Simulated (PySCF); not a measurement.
## Calculated data, BH$_{3}$N, BH$_{2}$O

All values are calculated (PySCF 2.14.0). Calculation on a computer-drawn molecule: vertical ionisation energy to the stated ion spin, frozen-core CCSD(T) at the basis limit and cheaper methods, single-reference cases, UHF for radicals, no spin-orbit; all values are single points at the evaluated structure, the first of each entry, which is the reference or a displaced copy of it and isn't optimised; the reference structure only sets the zero of the energies above reference; triples share is (T) over the correlation energy.

Common to all runs: charge 1; multiplicity 1; ion multiplicity 2; diffuse functions no; basis cc-pVnZ; reference is the Hartree-Fock double-zeta minimum; best is HF at quadruple zeta + MP2 correlation extrapolated from triple and quadruple zeta + CCSD(T) minus MP2 at triple zeta; basis step is the size of the change from the same recipe one zeta lower.

(1) BH$_{3}$N

Evaluated structure:
```xyz
5
BH3N
B     -0.2215    -0.9848     0.7645
N      0.1167    -2.1056     1.3552
H     -0.5941    -0.0457     0.2913
H      1.0794    -2.4802     1.2970
H     -0.5949    -2.8346     2.0383
```

Reference structure:
```xyz
5
BH3N
B     -0.2462    -1.0135     0.7906
N      0.1450    -2.1266     1.3639
H     -0.5951    -0.0203     0.2791
H      1.0895    -2.4819     1.2890
H     -0.4710    -2.7057     1.9199
```

- ionisation energy best: 19.73 eV
- ionisation energy basis step: 0.02499 eV
- energy above reference best: 15.9 kcal/mol
- energy above reference basis step: 0.1594 kcal/mol
- ionisation energy Koopmans at triple zeta: 19.97 eV
- ionisation energy EOM CCSD at triple zeta: 19.55 eV
- total energy HF triple zeta: -80.6171 hartree
- total energy CCSD(T) triple zeta: -80.9344 hartree
- total energy best: -80.9737 hartree
- T1 diagnostic at triple zeta: 0.01316
- D1 diagnostic at triple zeta: 0.03457
- ion T1 diagnostic at triple zeta: 0.009545
- ion D1 diagnostic at triple zeta: 0.02437
- ion spin squared at triple zeta: 0.7596
- triples share at triple zeta: 0.03667
- basis functions triple zeta: 102

Drawn bonds:
```csv
atom,other atom,order
1,2,1
1,3,1
2,4,1
2,5,1
```

Triple zeta:
```csv
method,ionisation energy (eV),energy above reference (kcal/mol)
HF,17.86,19.52
PBE,19.81,13.92
r2SCAN,19.58,15.49
B3LYP,19.72,15.19
wB97X,19.58,16.41
MP2,19.69,15.92
CCSD,19.47,16.36
CCSD(T),19.6,15.8
```

(2) BH$_{3}$N

Evaluated structure:
```xyz
5
BH3N
B     -0.2215    -0.9848     0.7645
N      0.1167    -2.1056     1.3552
H     -0.5941    -0.0457     0.2913
H      1.0794    -2.4802     1.2970
H     -0.7435    -2.9867     2.1809
```

Reference structure:
```xyz
5
BH3N
B     -0.2462    -1.0135     0.7906
N      0.1450    -2.1266     1.3639
H     -0.5951    -0.0203     0.2791
H      1.0895    -2.4819     1.2890
H     -0.4710    -2.7057     1.9199
```

- ionisation energy best: 19.28 eV
- ionisation energy basis step: 0.01546 eV
- energy above reference best: 47.57 kcal/mol
- energy above reference basis step: 0.2456 kcal/mol
- ionisation energy Koopmans at triple zeta: 19.6 eV
- ionisation energy EOM CCSD at triple zeta: 19.07 eV
- total energy HF triple zeta: -80.5589 hartree
- total energy CCSD(T) triple zeta: -80.8838 hartree
- total energy best: -80.9232 hartree
- T1 diagnostic at triple zeta: 0.01414
- D1 diagnostic at triple zeta: 0.03611
- ion T1 diagnostic at triple zeta: 0.01284
- ion D1 diagnostic at triple zeta: 0.03379
- ion spin squared at triple zeta: 0.7677
- triples share at triple zeta: 0.03941
- basis functions triple zeta: 102

Drawn bonds:
```csv
atom,other atom,order
1,2,1
1,3,1
2,4,1
2,5,1
```

Triple zeta:
```csv
method,ionisation energy (eV),energy above reference (kcal/mol)
HF,17.32,56.03
PBE,19.34,43.66
r2SCAN,19.1,46.93
B3LYP,19.23,46.43
wB97X,19.08,49.32
MP2,19.23,48.09
CCSD,19,48.87
CCSD(T),19.15,47.58
```

(3) BH$_{3}$N

Evaluated structure:
```xyz
5
BH3N
B     -0.2215    -0.9848     0.7645
N      0.1167    -2.1056     1.3552
H     -0.5941    -0.0457     0.2913
H      1.0794    -2.4802     1.2970
H     -0.7591    -3.0028     2.1959
```

Reference structure:
```xyz
5
BH3N
B     -0.2462    -1.0135     0.7906
N      0.1450    -2.1266     1.3639
H     -0.5951    -0.0203     0.2791
H      1.0895    -2.4819     1.2890
H     -0.4710    -2.7057     1.9199
```

* ionisation energy best: 19.23 eV
* ionisation energy basis step: 0.01423 eV
* energy above reference best: 50.94 kcal/mol
* energy above reference basis step: 0.2625 kcal/mol
* ionisation energy Koopmans at triple zeta: 19.56 eV
* ionisation energy EOM CCSD at triple zeta: 19.02 eV
* total energy HF triple zeta: -80.5527 hartree
* total energy CCSD(T) triple zeta: -80.8784 hartree
* total energy best: -80.9179 hartree
* T1 diagnostic at triple zeta: 0.0143
* D1 diagnostic at triple zeta: 0.03626
* ion T1 diagnostic at triple zeta: 0.01336
* ion D1 diagnostic at triple zeta: 0.03642
* ion spin squared at triple zeta: 0.7691
* triples share at triple zeta: 0.03973
* basis functions triple zeta: 102

Drawn bonds:
```csv
atom,other atom,order
1,2,1
1,3,1
2,4,1
2,5,1
```

Triple zeta:
```csv
method,ionisation energy (eV),energy above reference (kcal/mol)
HF,17.26,59.92
PBE,19.29,46.85
r2SCAN,19.05,50.28
B3LYP,19.18,49.77
wB97X,19.02,52.85
MP2,19.18,51.52
CCSD,18.95,52.34
CCSD(T),19.1,50.96
```

(4) BH$_{2}$O

Evaluated structure:
```xyz
4
BH2O
B      1.0865    -2.9213     2.2928
O      0.7580    -3.5229     1.2878
H      1.4482    -2.3645     3.2566
H      0.1863    -3.8043     0.5752
```

Reference structure:
```xyz
4
BH2O
B      1.0865    -2.9213     2.2928
O      0.7580    -3.5229     1.2878
H      1.4482    -2.3645     3.2566
H      0.1863    -3.8043     0.5752
```

* ion spin squared at triple zeta: ?
* ionisation energy best: ?
* total energy best: ?

Drawn bonds:
```csv
atom,other atom,order
1,2,1
1,3,1
2,4,1
```

## Withheld values
1. What ion spin squared at triple zeta does the calculation give for BH$_{2}$O (entry 4)?
2. Give the missing ionisation energy best for BH$_{2}$O (entry 4).
3. What total energy best does the calculation give for BH$_{2}$O (entry 4)?
4. Give the table of triple zeta values for BH$_{2}$O (entry 4).

Calculated values
1. 0.7559
2. 23.67 eV
3. -100.8698 hartree
4. 
Triple zeta:
```csv
method,ionisation energy (eV),energy above reference (kcal/mol)
HF,21.63,0
PBE,23.4,0
r2SCAN,23.43,0
B3LYP,23.69,0
wB97X,23.53,0
MP2,23.72,0
CCSD,23.38,0
CCSD(T),23.53,0
```

Further results for BH$_{2}$O (entry 4):

- ionisation energy basis step: 0.0361 eV
- energy above reference best: 0 kcal/mol
- energy above reference basis step: 0 kcal/mol
- ionisation energy Koopmans at triple zeta: 24.37 eV
- ionisation energy EOM CCSD at triple zeta: 23.43 eV
- total energy HF triple zeta: -100.4891 hartree
- total energy CCSD(T) triple zeta: -100.8207 hartree
- T1 diagnostic at triple zeta: 0.0154
- D1 diagnostic at triple zeta: 0.03353
- ion T1 diagnostic at triple zeta: 0.009715
- ion D1 diagnostic at triple zeta: 0.02253
- triples share at triple zeta: 0.03397
- basis functions triple zeta: 88
